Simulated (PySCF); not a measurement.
The dipole of `CC[C@H]([SiH3])[SiH2]C` from its density and from atomic charges.

Coordinates (GFN2-xTB, Å) and charges (e) from the PBE0/pcSseg-1 density (PySCF):

```csv
atom,x,y,z,Mulliken,IAO,Hirshfeld,ESP-fitted
C1,-0.680,2.141,-0.590,-0.2600,-0.4128,-0.1162,-0.3846
C2,-1.031,0.905,0.229,-0.2510,-0.2374,-0.0660,+0.2721
C3,-0.642,-0.406,-0.461,-0.8156,-0.6403,-0.1898,-0.3366
Si4,-1.354,-1.890,0.500,+0.5033,+0.5903,+0.3033,+0.2711
Si5,1.235,-0.570,-0.787,+0.6178,+0.7438,+0.3348,+0.5711
C6,2.216,-0.198,0.793,-0.6277,-0.7155,-0.2121,-0.5223
H7,0.397,2.243,-0.697,+0.1268,+0.1345,+0.0369,+0.0994
H8,-1.063,3.039,-0.108,+0.1166,+0.1421,+0.0423,+0.0886
H9,-1.117,2.072,-1.584,+0.1105,+0.1373,+0.0400,+0.0896
H10,-0.539,0.965,1.203,+0.1288,+0.1271,+0.0351,-0.0362
H11,-2.109,0.909,0.415,+0.1266,+0.1296,+0.0349,-0.0216
H12,-1.127,-0.413,-1.444,+0.1675,+0.1478,+0.0368,+0.0942
H13,-2.802,-1.714,0.652,-0.0814,-0.1182,-0.0798,-0.0862
H14,-1.098,-3.132,-0.230,-0.0749,-0.1166,-0.0787,-0.0808
H15,-0.757,-1.973,1.836,-0.0797,-0.1240,-0.0785,-0.0819
H16,1.675,0.340,-1.857,-0.0649,-0.1281,-0.0844,-0.1620
H17,1.522,-1.941,-1.233,-0.0691,-0.1266,-0.0847,-0.1547
H18,1.896,-0.833,1.614,+0.1431,+0.1552,+0.0404,+0.1246
H19,2.098,0.835,1.108,+0.1402,+0.1525,+0.0413,+0.1298
H20,3.276,-0.370,0.637,+0.1431,+0.1593,+0.0436,+0.1265
```

Problem. Compute μ = Σ q r for each scheme (1 e·Å = 4.803 D) and compare with the dipole of the full density.

Solution. The full density gives (-0.07, 0.82, 0.16) D, 0.84 D in size; dipole vectors point from the negative to the positive end.

```csv
scheme,μx,μy,μz,size (D),share of the full size (%),angle to the full dipole (°)
Mulliken,0.57,-0.03,-0.33,0.66,78,102
IAO,-0.04,-0.41,-0.33,0.53,63,151
Hirshfeld,-0.01,0.24,-0.03,0.24,29,20
ESP-fitted,-0.05,0.84,0.17,0.86,102,2
```

Problem. Which set comes closest?

Solution. Length of the difference vector: ESP-fitted 0.03 D, Hirshfeld 0.62 D, Mulliken 1.17 D, IAO 1.33 D. Closest: ESP-fitted. The schemes that divide the density aren't constrained to reproduce the dipole.

Problem. What is left for the Hirshfeld atoms' own dipoles?

Solution. The Hirshfeld atoms' densities add up to the full density, so μ = Σ q r + Σ (atomic dipoles). The atomic dipoles sum to (-0.07, 0.82, 0.16) − (-0.01, 0.24, -0.03) = (-0.06, 0.58, 0.19) D, 0.62 D in size.

Problem. With the origin at the mean of the coordinates, (0.000, 0.001, 0.000) Å, which are the largest single terms, by size, of the IAO dipole along the direction of the full one?

Solution. Si4 -4.65, C1 -4.04, Si5 -2.90, H8 +2.07, H14 +1.69 D; all 20 atoms together -0.47 D. The single terms depend on the origin, their sum doesn't.

Problem. Give the size of the full dipole in other units.

Solution. 0.84 D = 0.331 au = 0.175 e·Å = 2.81 × 10⁻³⁰ C·m.

Isolated species at its GFN2-xTB geometry (one conformer only).

These values come from a run that also computed NMR shieldings. The run took 50 s of wall time on Arm Neoverse N1, one thread (shared host), and the process peaked at 0.77 GiB of memory.

Shape of the structure used: `[CH3:1][CH2:2][C@H:3]([SiH3:4])[SiH2:5][CH3:6]`: C1–C2–C3–Si4 -171°, C2–C3–Si5–C6 50°.
